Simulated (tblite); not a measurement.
Species: C3H8O2Si.
Atom-mapped SMILES: `[CH3:1][O:2][SiH2:3][C:4]([CH3:5])=[O:6]` (hydrogens: H7, H8, H9 on C1; H10, H11 on Si3; H12, H13, H14 on C5)

Computed with GFN2-xTB (tblite), gas phase: L-BFGS steps from a force-field or distance-geometry start until the largest atomic force falls under 0.01 eV/Å.

Step 40: E = -554.5403 eV
```
atom  x, y, z in Å  |  force x, y, z in eV/Å
C1     -2.5703   -0.4121   -0.1474   -0.025   0.006  -0.001
O2     -1.1968   -0.2620   -0.3668    0.006  -0.004   0.008
Si3    -0.2016    0.8378    0.2837    0.017  -0.005   0.005
C4      1.4881    0.4322   -0.5416    0.014  -0.024   0.004
C5      2.3945   -0.5849    0.1018   -0.023  -0.007   0.006
O6      1.8098    1.0168   -1.5505    0.035   0.029   0.000
H7     -2.7793   -0.6102    0.9054    0.033  -0.024   0.029
H8     -2.9168   -1.2510   -0.7497   -0.002  -0.027  -0.012
H9     -3.1140    0.4882   -0.4381    0.009   0.029  -0.033
H10    -0.1303    0.6738    1.7405    0.028   0.000   0.023
H11    -0.5857    2.2092   -0.0446   -0.012  -0.005  -0.011
H12     1.9516   -1.5699   -0.0384   -0.013   0.011   0.000
H13     2.4635   -0.4001    1.1709   -0.013   0.026  -0.006
H14     3.3867   -0.5684   -0.3474   -0.054  -0.006  -0.010
```

Step 41: E = -554.5407 eV
```
atom  x, y, z in Å  |  force x, y, z in eV/Å
C1     -2.5685   -0.4124   -0.1477   -0.029  -0.003   0.004
O2     -1.1944   -0.2648   -0.3673   -0.008  -0.003   0.009
Si3    -0.2023    0.8373    0.2838    0.046  -0.013  -0.016
C4      1.4888    0.4347   -0.5409    0.008  -0.029  -0.008
C5      2.3927   -0.5847    0.1027   -0.026   0.006  -0.004
O6      1.8115    1.0177   -1.5506    0.029   0.029   0.015
H7     -2.7770   -0.6097    0.9059    0.033  -0.020   0.015
H8     -2.9167   -1.2519   -0.7490    0.003  -0.010  -0.007
H9     -3.1102    0.4894   -0.4384    0.012   0.014  -0.031
H10    -0.1291    0.6732    1.7392    0.026  -0.004   0.046
H11    -0.5880    2.2071   -0.0440   -0.021   0.016  -0.017
H12     1.9449   -1.5675   -0.0395   -0.002   0.016   0.015
H13     2.4631   -0.3983    1.1716   -0.015   0.011  -0.016
H14     3.3845   -0.5708   -0.3480   -0.054  -0.011  -0.006
```

**Question.** Estimate the geometry and energy of step 42. (The exact step hangs on the optimiser's Hessian estimate; all steps are aligned on step 41, rigid shifts and turns removed.)

**Answer.** E = -554.5412 eV, largest force 0.065 eV/Å
```
atom  x, y, z in Å  |  force x, y, z in eV/Å
C1     -2.5664   -0.4127   -0.1477   -0.021  -0.011   0.009
O2     -1.1914   -0.2686   -0.3679   -0.020   0.002   0.012
Si3    -0.2023    0.8362    0.2834    0.057  -0.016  -0.028
C4      1.4901    0.4375   -0.5406   -0.007  -0.024  -0.021
C5      2.3899   -0.5843    0.1037   -0.025   0.015  -0.014
O6      1.8144    1.0196   -1.5504    0.025   0.029   0.027
H7     -2.7732   -0.6093    0.9068    0.026  -0.012  -0.004
H8     -2.9166   -1.2529   -0.7478    0.005   0.010   0.000
H9     -3.1050    0.4914   -0.4392    0.014  -0.010  -0.023
H10    -0.1275    0.6719    1.7382    0.023  -0.005   0.056
H11    -0.5917    2.2044   -0.0437   -0.026   0.029  -0.020
H12     1.9363   -1.5641   -0.0405    0.005   0.012   0.033
H13     2.4622   -0.3957    1.1722   -0.019  -0.004  -0.021
H14     3.3806   -0.5742   -0.3486   -0.039  -0.015  -0.005
```

The energy changes by -0.0005 eV. The first-order estimate −F·Δx gives -0.0007 eV and the mean of the old and new forces, exact on a quadratic surface, -0.0005 eV. The step makes an angle of 71° with the force vector and moves no atom by more than 0.009 Å.

What follows is the cost of the whole relaxation. On an Arm Neoverse N1 with one thread, shared host with 64 logical CPUs at a one-minute load of 58, this took 1.6 s.
